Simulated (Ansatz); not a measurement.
The cluster Te₃Pt₂, relaxed as a singlet with RKS PBE-D4/def2-SVP in Ansatz, starting from the GFN1-xTB geometry. Force threshold 0.02 eV/Å.

In the def2 sets Pt, Te take a core potential; there is no spin–orbit coupling. The restricted singlet is unstable towards broken spin symmetry in Hartree–Fock (as tested in another run); at PBE-D4/def2-SVP this wasn't settled. Another isomer (singlet) lies 0.52 eV lower at PBE0-D4/def2-TZVP; other spin states weren't run for this one.

Start:

```csv
atom,x (Å),y (Å),z (Å)
Pt1,0.369,1.772,-1.676
Pt2,0.056,0.094,-0.019
Te3,-1.689,0.415,-1.900
Te4,-0.603,-1.585,1.902
Te5,1.867,-0.695,1.693
```

(1) Estimate the energy that the relaxation releases and the steps that it takes.

(2) Does the start keep its bonding?

(3) Predict the relaxed structure.

## Answers

(1) 0.52 eV, in 5 steps; 27 s on 4 threads of Intel Xeon on a shared host. No frequencies were taken in this run, so the end may be a saddle point.

(2) By distances, no bond broke or formed. The bond that changes most is Te4–Te5, from 2.63 to 2.68 Å (atoms count from 1).

(3) 
```xyz
5

Pt    0.492    1.757   -1.895
Pt   -0.038   -0.019    0.000
Te   -1.725    0.593   -1.803
Te   -0.543   -1.801    1.925
Te    1.814   -0.530    1.774
```
Bond lengths (bridged metal pairs left out): 4 × Pt–Te 2.51 to 2.67 Å; 1 × Te–Te 2.68 Å.
